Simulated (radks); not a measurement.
Problem. The mean radii <r> (bohr) of the occupied orbitals of an atom or ion are listed with their occupations. Method: Dirac Kohn-Sham, PBE, spin-unpolarised, spherical densities, point nucleus; computed with a radial shooting solver on a logarithmic mesh with Libxc functionals.

orbital  occ.     <r>
1s1/2       2  0.3291
2s1/2       2   1.779

Name the element and its charge. Open shells, if any, are shared by 2j + 1.

Solution. Z = 5, boron, charge +1: B+ in [He] 2s2. The 1s radius gives Z: for a bare nucleus <r> = (2 gamma + 1)/(2Z) with gamma = sqrt(1 - (Z/c)^2), 0.2999 bohr for Z = 5, and screening makes it slightly larger (0.3291 here). The occupations add up to 4, and the charge is Z minus that.
